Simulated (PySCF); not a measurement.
The vertical singlet excitations below were computed for one of the candidates. Theory: TDDFT CAM-B3LYP/def2-SVPD, vertical, gas phase, core orbitals frozen in the response (PySCF 2.14.0, density-fitted response routines). Geometries: GFN2-xTB, one conformer each.

```
state  E (eV)       f  main configurations (H = HOMO, L = LUMO)
   S1    6.16   0.010                                 H→L (95%)
   S2    6.50   0.104                  H→L+1 (63%), H→L+2 (19%)
   S3    6.82   0.012      H→L+2 (55%), H→L+1 (15%), H→L+4 (8%)
   S4    6.91  0.0082    H-1→L+1 (36%), H-1→L (36%), H→L+2 (8%)
   S5    7.21   0.118   H-1→L (35%), H-1→L+1 (24%), H→L+1 (10%)
   S6    7.30  0.0078              H-2→L+1 (67%), H-2→L+2 (17%)
   S7    7.47   0.011                  H→L+5 (47%), H→L+3 (34%)
   S8    7.62  0.0010                  H-2→L (50%), H→L+6 (27%)
```

Problem. Which candidate is it?
A. `O=C=C(Cl)CC(=O)[SiH3]`
B. `C#CC(=O)C(=C)C(=O)O`
C. `CCOC1=C[C@H](F)[SiH2]1`

Solution. C. Its S1, at 6.16 eV, is the highest among the candidates; the nearest of the others has S1 at 3.71 eV. S1 is HOMO→LUMO (95%). Löwdin shares by element: HOMO carbon 57% or more, oxygen 23% (atoms not listed hold the other 20%); LUMO silicon 37%, hydrogen 24% or more, carbon 11% or more (atoms not listed hold the other 28%). At the same level the other candidates give, for their lowest levels:
- `C#CC(=O)C(=C)C(=O)O`: 3.71 eV (f 0.001); 4.79 eV (f 0.001); 5.03 eV (f 0.006); 5.55 eV (f 0.158); 5.69 eV (f 0.072); T1 3.15 eV; HOMO -9.50, LUMO -1.65 eV
- `O=C=C(Cl)CC(=O)[SiH3]`: 2.78 eV (f 0.000); 3.54 eV (f 0.000); 4.81 eV (f 0.001); 5.28 eV (f 0.042); 6.17 eV (f 0.003); T1 2.37 eV; HOMO -8.35, LUMO -1.28 eV

Shape of the structure used: `[CH3:1][CH2:2][O:3][C:4]1=[CH:5][C@H:6]([F:7])[SiH2:8]1`: C1–C2–O3–C4 -179°, C2–O3–C4–C5 2°.
Triplets come from the Tamm–Dancoff approximation.
